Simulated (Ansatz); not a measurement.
`CCB(C)F` + HBr → `CCB(F)Br` + CH₄ at 600 K and 1 bar (ligand exchange at a B–C bond).

Calculated with Ansatz (gas phase, PBE0-D4/def2-TZVP geometries, no zero-point term in ΔE). CCSD(T)/CBS adds triple-zeta CCSD(T) − MP2 to the extrapolated MP2 energy (def2 sets, frozen cores). This one scheme is used for every species. For Br outer-core shells are correlated without core-valence functions, which leaves a few kJ/mol of doubt a bond. Scalar relativity is left out up to krypton. Each species was taken in one conformer, which may not be the lowest.

```csv
species,CCSD(T)/CBS energy (Eh),H − E (kJ/mol),S (J/(mol·K))
`CCB(C)F`,-243.64137,348.3,446.8
HBr,-2573.91920,33.5,219.1
`CCB(F)Br`,-2777.13014,246.9,429.6
CH₄,-40.46206,140.4,215.7
```

H − E and S are ideal-gas, rigid-rotor, harmonic terms from PBE0-D4/def2-TZVP, for one conformer and one mirror image of each species. 1 Eh = 2625.50 kJ/mol, R = 8.31446 J/(mol·K).

**Question.** By hand: ΔE, ΔH, ΔS and ΔG.

**Answer.** ΔE = (-2777.13014) + (-40.46206) − (-243.64137) − (-2573.91920) = -0.03163 Eh = -83.0 kJ/mol. Δ(H − E) = 246.9 + 140.4 − 348.3 − 33.5 = 5.5, so ΔH = -77.5 kJ/mol. ΔS = 429.6 + 215.7 − 446.8 − 219.1 = -20.6 J/(mol·K). ΔG = -77.5 − 600 × (-20.6)/1000 = -65.1 kJ/mol.

**Question.** By hand: the equilibrium constant, and the temperature at which ΔG would vanish if ΔH and ΔS stayed fixed.

**Answer.** log₁₀ K = −ΔG/(RT ln 10) = 5.7. ΔG = 0 at ΔH/ΔS = 3762 K, far beyond where these terms or the molecules hold.

ΔH outweighs TΔS. A doubt of 5 kJ/mol in ΔE shifts log₁₀ K by 0.4 here. Other conformers and mirror images would add mixing entropy, several J/(mol·K) or more a flexible species. Modes under 60 cm⁻¹, often nearly free rotors, make the harmonic entropy too high. These are equilibria of isolated gas molecules and say nothing of rates. Largest T1 diagnostic: 0.011 (customary marks: 0.02 for closed shells, 0.045 for open ones).
